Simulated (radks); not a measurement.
Values are calculated unless marked as measured or tabulated.
Task: The argon ion Ar12+ is in [He] 2s2 2p2. Level of theory: non-relativistic Kohn-Sham, PBE, spin-polarised, spherical densities, point nucleus (a radial shooting solver on a logarithmic mesh with Libxc functionals). Open shells are filled with parallel spins first. One electron is removed from 1s, 2s, 2p in turn, with full relaxation. Which removal costs least, and what does each cost?

Result: 2p 686.26 eV; 2s 710.44 eV; 1s 3715.4 eV. The 2p electron leaves first.
